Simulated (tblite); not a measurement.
A tight-binding relaxation on hexafluorophosphate (`F[P-](F)(F)(F)(F)F`).

Computed with GFN2-xTB geometry optimisation, gas phase (tblite 0.8.0). Start geometry: from a force field or distance geometry. The command runs a driver script over a list of jobs; the input below is this job's line of settings and its coordinates in Å.

Command:
```bash
OMP_NUM_THREADS=1 python probes_run.py task.json out
```

Input:
```
{"job": {"kind": "relax", "xc": "GFN2-xTB", "basis": "xTB"}, "charge": -1, "multiplicity": 1}
F     -0.641700    -1.516100     0.210000
P      0.014800     0.013100    -0.002500
F      0.942200    -0.608700    -1.240500
F     -0.966500     0.564300     1.237800
F      1.236800    -0.342800     1.099200
F     -1.209000     0.343400    -1.083900
F      0.626700     1.551600    -0.247200
```

Output:
```
step      E/eV     max force
  0    -855.97344    1.272
  1    -856.06257    0.946
  2    -856.13717    0.322
  3    -856.14052    0.118
  4    -856.14153    0.089
  5    -856.14267    0.081
  6    -856.14287    0.036
  7    -856.14302    0.037
  8    -856.14315    0.059
  9    -856.14331    0.063
 10    -856.14338    0.029
 11    -856.14340    0.006
```

«max force» is the largest atomic force in eV/Å.

**Question.** From which step on does the largest force stay under 0.1 eV/Å, and how much energy is left to gain from there?

**Answer.** From step 4 (0.089 eV/Å), 1.9 meV above the end.

Summary of the converged run: energy lowered by 3.9 kcal/mol over 11 steps; largest atomic force 0.006 eV/Å at the end.

Hardware: an x86-64 server with one thread, shared host.
Labels such as C1 count atoms from 1, the log's own numbers from 0.
